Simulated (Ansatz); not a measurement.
```xyz
2

Cu    0.0000    0.0000   -0.0531
H     0.0000    0.0000    1.5411
```

Basis set: def2-TZVP (spherical functions). Frozen core: 5 orbitals. Charge 0, multiplicity 1.

Computed with Ansatz (development build ahead of 0.2.0); each method stands on the lowest determinant of its kind that the runs found. Restricted open shells among the atoms or ions are ROHF, correlated in semicanonical orbitals with singles.

The atomization energy at this shape (free ground-state atoms in the same class of orbitals less the molecule, no zero-point energy) of singlet CuH:

| method | atomization energy |
| --- | --- |
| RHF | 1.37 eV |

Question: What does RHF-MP2 give?

Answer: 2.36 eV.
